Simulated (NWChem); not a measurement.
# SiHBrF₂; SMILES Br[SiH](F)F

Results from NWChem. The geometry was optimised at B3LYP/6-31G* (spherical d). Level: M06-2X/def2-SVP with SMD (1 M gas to 1 M solution), gas-phase geometry. Reactions with the solvent are ignored.

```tsv
solvent	dielectric constant	solvation free energy (kcal/mol)	cavity-dispersion-structure term (kcal/mol)	dipole in solution (D)
water	78.4	?	?	1.65
N,N-dimethylformamide	37.2	-2.7	-0.8	1.64
ethyl acetate	5.99	-2.9	-1.3	1.59
dichloromethane	8.93	-3.3	-1.6	1.61
```

Task: Complete the blanks.

Result: 
- water, solvation free energy (kcal/mol): -0.2
- water, cavity-dispersion-structure term (kcal/mol): 1.8
